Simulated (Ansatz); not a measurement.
System: sum formula H9Si3O2, charge 1, multiplicity 1. It need not be the lowest isomer of its formula. 
Structure (B3LYP-D3(BJ)/def2-TZVP (Ansatz, a quantum-chemistry and plane-wave program) minimum search):
```
O
Si 1 1.5876
Si 1 1.6854 2 159.88
H 2 1.4652 1 115.86 3 -74.13
H 2 1.4653 4 115.86 1 -140.72
H 3 1.4716 1 107.23 2 64.24
H 3 1.4718 6 112.46 1 117.64
H 3 1.4729 6 112.22 7 127.58
O 2 1.7947 4 103.48 5 -112.61
H 9 0.9700 2 118.19 4 60.07
Si 9 1.7951 10 115.85 2 179.86
H 11 1.4645 9 104.67 10 -118.93
H 11 1.4645 12 115.04 9 114.20
H 11 1.4679 12 114.93 13 136.89
```
Charge +1, spin multiplicity 1.

Total electronic energies in hartree. Valence correlation only, unless marked. No spin-orbit coupling. Non-relativistic. CBS marks a two-point X^-3 extrapolation of the correlation energy; Hartree-Fock from the larger set.

```
level                                        program  energy (Eh)
------------------------------------  --------------  -----------
HF/cc-pVTZ                                    Ansatz  -1021.78405
HF/cc-pwCVTZ                                  Ansatz  -1021.80160
PBE/def2-TZVPD                                Ansatz  -1023.66458
B3LYP-D3(BJ)/def2-TZVPD               Ansatz + dftd3  -1024.40142
B3LYP/def2-TZVPD                              Ansatz  -1024.37920
PBE0-D3(BJ)/def2-TZVP                 Ansatz + dftd3  -1023.77408
PBE0-D4/def2-TZVPD                    Ansatz + dftd4  -1023.77400
PBE0/def2-QZVPP                               Ansatz  -1023.80560
HSE06-D3(BJ)/def2-TZVPD               Ansatz + dftd3  -1023.74626
CAM-B3LYP-D3(BJ)/def2-TZVPD           Ansatz + dftd3  -1024.29186
wB97X-V/def2-TZVPD                            Ansatz  -1024.12143
B2PLYP-D4/def2-TZVPD                  Ansatz + dftd4  -1023.84926
MP2/6-31G*                                    Ansatz  -1022.19441
MP2/CBS(cc-pV(T+d)Z,cc-pV(Q+d)Z)              Ansatz   -1022.7730
RI-MP2/cc-pV(Q+d)Z                            Ansatz  -1022.72534
SCS-MP2/STO-3G                                Ansatz  -1009.90847
SCS-MP2/6-31G*                                Ansatz  -1022.19440
CCSD/6-31G*                                   Ansatz  -1022.24950
CCSD/cc-pVTZ                                  Ansatz  -1022.68222
CCSD(T)/cc-pV(D+d)Z                           Ansatz  -1022.43629
CCSD(T)/cc-pV(T+d)Z                           Ansatz  -1022.72399
CCSD(T)/cc-pwCVTZ                             Ansatz  -1022.74064
CCSD(T)/CBS(cc-pV(T+d)Z,cc-pV(Q+d)Z)          Ansatz   -1022.8537
```

Totals of different functionals don't rank their quality; only differences between species are comparable.
